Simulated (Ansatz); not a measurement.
Total energies of `O[Si](O)F` radical.

Cartesian coordinates in Å:
```
O 0.961 0.484 -1.055
Si 0.370 0.136 0.424
O -1.223 -0.214 0.259
F 1.193 -1.136 0.921
H 0.438 1.067 -1.608
H -1.739 -0.336 1.058
```

Charge 0, multiplicity 2. All single points use the PBE0-D4/def2-TZVP geometry. It is one conformer, not always the lowest. Basis def2-TZVPP, Ansatz 0.2.0.

RPA on PBE orbitals: Hartree–Fock energy of these orbitals -539.47195 Eh, correlation -1.26080 Eh (frozen core).

```tsv
functional	kind	energy without D4 (Eh)	D4 term (kJ/mol)
B97M-V	meta-GGA with VV10	-541.07064	–
r2SCAN0	meta-GGA hybrid, 25 %	-541.05729	-2.5
```

Give the same for LDA (SPW92), PBE, revPBE, BLYP, r2SCAN, PBE0, B3LYP, r2SCANh, HSE06 (plane-wave form), BHLYP, CAM-B3LYP, LC-ωPBE, ωB97X-V, ωB97M-V, B2PLYP, PBE-QIDH. (Best estimate.)

Computed: 
| functional | kind | energy without D4 (Eh) | D4 term (kJ/mol) |
| --- | --- | --- | --- |
| LDA (SPW92) | LDA | -538.36718 | – |
| PBE | GGA | -540.83025 | -9.4 |
| revPBE | GGA | -541.08134 | -30.8 |
| BLYP | GGA | -541.20323 | -21.4 |
| r2SCAN | meta-GGA | -541.09812 | -2.1 |
| PBE0 | global hybrid, 25 % exact exchange | -540.85498 | -7.8 |
| B3LYP | global hybrid, 20 % | -541.25212 | -15.3 |
| r2SCANh | meta-GGA hybrid, 10 % | -541.08138 | -2.2 |
| HSE06 (plane-wave form) | screened hybrid | -540.83812 | -7.2 |
| BHLYP | global hybrid, 50 % | -541.12647 | -11.3 |
| CAM-B3LYP | range-separated hybrid | -541.17489 | -7.8 |
| LC-ωPBE | long-range corrected hybrid | -540.99917 | – |
| ωB97X-V | range-separated hybrid GGA with VV10 | -541.09448 | – |
| ωB97M-V | range-separated hybrid meta-GGA with VV10 | -541.14607 | – |
| B2PLYP | double hybrid | -540.96974 | – |
| PBE-QIDH | double hybrid | -540.74191 | – |

B3LYP takes the VWN-RPA correlation (the form of Gaussian; ORCA's B3LYP/G). HSE06 is the plane-wave form, built on full-range PBE exchange. The double hybrids freeze the cores in their second-order part.

LC-ωPBE has ω = 0.4 bohr⁻¹.
